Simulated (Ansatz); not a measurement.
One change: `NB(S)Br` becomes `NB(S)Cl`.

Ansatz, PBE0-D4/def2-TZVP geometries, multiplicity 1. Each molecule was computed in one conformer, which needn't be the lowest.

Scalar relativity is left out up to krypton.

```json
{"property": "HOMO energy (PBE0/def2-TZVPP) / eV", "`NB(S)Br`": "-7.54"}
{"property": "LUMO energy (B3LYP/def2-TZVPP) / eV", "`NB(S)Br`": "-0.13"}
{"property": "HOMO energy (ωB97M-V/def2-TZVPP) / eV", "`NB(S)Br`": "-9.73"}
{"property": "HOMO energy (B3LYP/def2-TZVPP) / eV", "`NB(S)Br`": "-7.28"}
{"property": "HOMO–LUMO gap (ωB97M-V/def2-TZVPP) / eV", "`NB(S)Br`": "11.56"}
{"property": "HOMO–LUMO gap (B3LYP/def2-TZVPP) / eV", "`NB(S)Br`": "7.15"}
```

**Question.** Give the same properties after the change, and the shifts. (An estimate is asked.)

**Answer.** Ansatz gave: 
```tsv
property	`NB(S)Cl`	shift
HOMO energy (PBE0/def2-TZVPP) / eV	-7.52	0.02
LUMO energy (B3LYP/def2-TZVPP) / eV	-0.03	0.10
HOMO energy (ωB97M-V/def2-TZVPP) / eV	-9.71	0.02
HOMO energy (B3LYP/def2-TZVPP) / eV	-7.27	0.01
HOMO–LUMO gap (ωB97M-V/def2-TZVPP) / eV	11.55	-0.01
HOMO–LUMO gap (B3LYP/def2-TZVPP) / eV	7.23	0.08
```

B3LYP here is the variant with VWN-RPA as its local correlation; programs differ in this.

Spin–orbit coupling is left out; it splits and shifts lone-pair levels of the heavy atoms by tenths of an eV.
